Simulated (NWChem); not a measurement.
Molecule: GaCl, singlet; SMILES [Cl][Ga]

All runs: NWChem. Low-valent species are run as closed-shell singlets; no triplet was tried in these runs. Coordinates come from a B3LYP/6-31G* (spherical d) optimisation. Ions are spin-unrestricted doublets at the neutral geometry; other ion states weren't tried.

For level B3LYP/def2-TZVP:

```yaml
"−ε(HOMO) (eV)": 7.38
```

How do the values read with level PBE/def2-TZVP instead?


* **−ε(HOMO) (eV)**: 6.53
